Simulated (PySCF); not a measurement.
Computed IR spectrum (relative IR intensity) of a molecule C₃H₃N₂, multiplicity 2. Geometry optimised at PBE0-D3(BJ)/def2-SVP. Other conformers were not sampled. Calculation: PySCF with PBE0-D3(BJ)/def2-SVP. No scaling factor is applied to the harmonic values.

ν (cm⁻¹): 516 (m), 765 (m), 927 (w), 1005 (vw), 1055 (vs), 1199 (w), 1203 (m), 1329 (s), 1507 (m), 1569 (m), 3244 (w) (against the strongest line: vs over 80 %, s over 45 %, m over 15 %, w over 4 %, vw less)

Which molecule gave these data?
(A) C1=C[N]N=C1
(B) C1=CN=C[N]1
(C) [c]1ccn[nH]1
(D) [c]1ncc[nH]1

B, C1=CN=C[N]1
